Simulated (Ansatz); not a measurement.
A nudged elastic band was laid between two geometries of F5H4SiW (11 atoms, charge 0, multiplicity 2).

Method: Ansatz, UKS PBE/def2-SVP.

```
movable images  : 5
climbing image  : yes
spring          : 5.0 eV/Å²
optimiser       : quadratic models (default)
start path      : through a guess of the saddle point
force threshold : 0.05 eV/Å
iteration limit : 60
end points      : relaxed
```

Initial state:

```xyz
11
Properties=species:S:1:pos:R:3
W 0.019 0.017 0.153
H -0.769 -0.021 2.010
F 1.901 0.020 0.506
F -0.064 1.814 0.628
F -1.848 -0.001 -0.255
F -0.033 -1.797 0.565
F 0.373 0.066 -1.684
Si -0.018 -0.024 3.368
H -0.476 -1.298 4.005
H 1.462 0.022 3.162
H -0.547 1.202 4.043
```

Final state:

```xyz
11
Properties=species:S:1:pos:R:3
W 0.082 0.018 0.187
H 0.805 -0.013 2.054
F 1.933 0.017 -0.278
F 0.173 1.827 0.610
F -1.781 0.018 0.655
F 0.160 -1.803 0.557
F -0.341 0.048 -1.635
Si -0.116 -0.025 3.316
H -0.872 -1.311 3.345
H 0.942 0.037 4.375
H -0.985 1.187 3.316
```

Problem. What changes between the two ends?

Solution. No bond is made or broken.

Problem. Give the energies along the band, and the barrier.

Solution. It converged. The highest image is number 3 of 0 to 6, 0.044 eV above the first end and 0.050 eV above the last; the last end lies 0.006 eV below the first. A vibrational analysis at the climbing image gives one clearly imaginary mode, 83i cm⁻¹: a first-order saddle point.

```csv
image,path coordinate (Å),energy (eV)
0,0.00,0.000
1,0.72,0.011
2,1.44,0.037
3,2.16,0.044
4,3.08,0.029
5,4.00,0.005
6,4.93,-0.006
```

Problem. What is the geometry of the highest image?

Solution. 
```xyz
11
Properties=species:S:1:pos:R:3:forces:R:3
W 0.041 0.054 0.065 0.01 0.00 -0.01
H -0.027 0.623 2.071 0.01 0.00 0.01
F 1.931 0.344 0.078 0.00 0.01 0.00
F -0.272 1.881 0.131 0.00 0.00 0.01
F -1.842 -0.285 0.089 0.00 -0.01 0.00
F 0.322 -1.585 0.913 -0.01 0.00 -0.01
F 0.123 -0.322 -1.765 -0.01 0.00 0.00
Si -0.062 -0.059 3.446 0.00 0.01 0.00
H -1.179 -1.050 3.437 -0.01 0.00 0.00
H 1.281 -0.680 3.651 -0.01 0.00 0.00
H -0.317 1.079 4.386 0.00 0.00 0.00
```

Problem. What are the harmonic wavenumbers there?

Solution. 83i, 63, 75, 93, 135, 147, 158, 170, 176, 211, 225, 226, 413, 636, 652, 678, 690, 698, 798, 842, 888, 905, 1002, 2100, 2204, 2232, 2244 cm⁻¹.

The run took 9.6 min on 4 threads of Arm Neoverse V1, on a shared host, peak memory 0.42 GiB.
